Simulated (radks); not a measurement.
Question: All-electron atom: Lu27+ in [Kr] 4d8. Calculated with a radial shooting solver on a logarithmic mesh with Libxc functionals: Dirac Kohn-Sham, relativistic LDA (MacDonald-Vosko exchange, VWN5 correlation), spin-unpolarised, spherical densities, finite nucleus; open shells fill j = l - 1/2 first; Fermi nuclear charge, rms radius 5.37 fm.

Spin-orbit splittings of the eigenvalues, e(l+1/2) - e(l-1/2), with zeta = 2 splitting/(2l+1) and mean radii in bohr:

shell  occ.  splitting (eV)  zeta (eV)  <r> j=l-1/2  <r> j=l+1/2
2p        6            1103      735.3      0.06765      0.07523
3p        6           237.6      158.4       0.2018       0.2156
3d       10           52.10      20.84       0.1891       0.1934
4p        6               ?          ?       0.4491       0.4727
4d        8           13.67      5.468       0.4694       0.4762

Estimate the 4p splitting.

Answer: 66.01 eV (zeta = 44.00 eV).
